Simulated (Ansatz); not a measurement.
In₉As₉H₂₆⁺, a nanocrystal cut from wurtzite InAs (hydrogen-capped). Total charge 1; doublet. Geometry PBE-D4/def2-SVP, that of the neutral singlet.

```xyz
44

As   -1.6935   -0.4189    3.8598
In    0.4995   -1.6392    2.9239
As   -0.8426   -3.7768    1.7411
In    2.4501    2.1070    1.9202
As    1.1975   -0.1490    0.8894
In    3.0142   -1.4831   -0.4399
In   -0.9511   -4.2230   -0.9080
As    1.5972   -3.6259   -1.5213
As    3.2323   -0.1088   -2.7287
In   -3.9527   -0.2003    2.2822
In   -1.6293    4.0003    1.9449
As    0.7979    3.8780    0.7727
As   -2.6988    1.6917    0.8460
In   -0.8680    0.5193   -0.6241
As   -1.9718   -1.8376   -1.5590
In    1.2154    4.1822   -1.8754
As   -0.0347    1.8581   -2.7221
In    1.0699    0.1107   -4.4370
H    -1.9247   -0.9169    5.2856
H    -1.2041    0.9814    4.2217
H     1.6237   -2.3569    4.0366
H    -0.4692   -5.1131    2.3832
H    -2.3097   -3.7823    2.1638
H     2.1617    1.9579    3.6379
H     4.0121    2.0673    1.1358
H     4.4313   -2.1820    0.2810
H    -1.6370   -5.7046   -1.4896
H     2.3784   -4.9368   -1.4270
H     1.5850   -3.5381   -3.0456
H     3.6507    1.2881   -2.2758
H     4.5568   -0.5041   -3.3798
H    -5.2360    0.4149    3.2751
H    -3.9250   -1.7358    1.4376
H    -1.4301    3.5214    3.6151
H    -2.6068    5.2963    1.3190
H     1.4112    5.1853    1.2934
H    -3.6881    2.0687   -0.2606
H    -3.4614   -1.9147   -1.2384
H    -2.0912   -1.8294   -3.0800
H     2.8923    3.7980   -2.1905
H     0.2746    5.4783   -2.5548
H    -1.3933    2.2072   -3.3367
H     0.3381   -1.4723   -4.2615
H     1.6293    0.8376   -5.9101
```

In the def2 sets In takes a core potential; there is no spin–orbit coupling. Single mean-field runs in def2-SVP are fitted with def2-universal-jkfit. At PBE-D4/def2-SVP the gap within one spin of the charge 1 doublet nearly closes, so an electron or hole may be smeared out by delocalisation error.

(1) Estimate the α-spin orbital energies around the gap (eV) in Ansatz with PBE-D4/def2-SVP, PBE0-D4/def2-SVP.

Answers

(1) 
```json
{"orbital": "HOMO−5", "PBE-D4/def2-SVP": "-9.01", "PBE0-D4/def2-SVP": "-10.06"}
{"orbital": "HOMO−4", "PBE-D4/def2-SVP": "-8.87", "PBE0-D4/def2-SVP": "-9.87"}
{"orbital": "HOMO−3", "PBE-D4/def2-SVP": "-8.79", "PBE0-D4/def2-SVP": "-9.81"}
{"orbital": "HOMO−2", "PBE-D4/def2-SVP": "-8.70", "PBE0-D4/def2-SVP": "-9.65"}
{"orbital": "HOMO−1", "PBE-D4/def2-SVP": "-8.67", "PBE0-D4/def2-SVP": "-9.61"}
{"orbital": "HOMO", "PBE-D4/def2-SVP": "-8.60", "PBE0-D4/def2-SVP": "-9.56"}
{"orbital": "LUMO", "PBE-D4/def2-SVP": "-5.33", "PBE0-D4/def2-SVP": "-4.64"}
{"orbital": "LUMO+1", "PBE-D4/def2-SVP": "-4.98", "PBE0-D4/def2-SVP": "-4.26"}
{"orbital": "LUMO+2", "PBE-D4/def2-SVP": "-4.81", "PBE0-D4/def2-SVP": "-4.03"}
{"orbital": "LUMO+3", "PBE-D4/def2-SVP": "-4.69", "PBE0-D4/def2-SVP": "-3.95"}
{"orbital": "LUMO+4", "PBE-D4/def2-SVP": "-4.62", "PBE0-D4/def2-SVP": "-3.92"}
{"orbital": "LUMO+5", "PBE-D4/def2-SVP": "-4.58", "PBE0-D4/def2-SVP": "-3.90"}
{"orbital": "β HOMO", "PBE-D4/def2-SVP": "-8.54", "PBE0-D4/def2-SVP": "-9.53"}
{"orbital": "β LUMO", "PBE-D4/def2-SVP": "-8.48", "PBE0-D4/def2-SVP": "-8.45"}
```
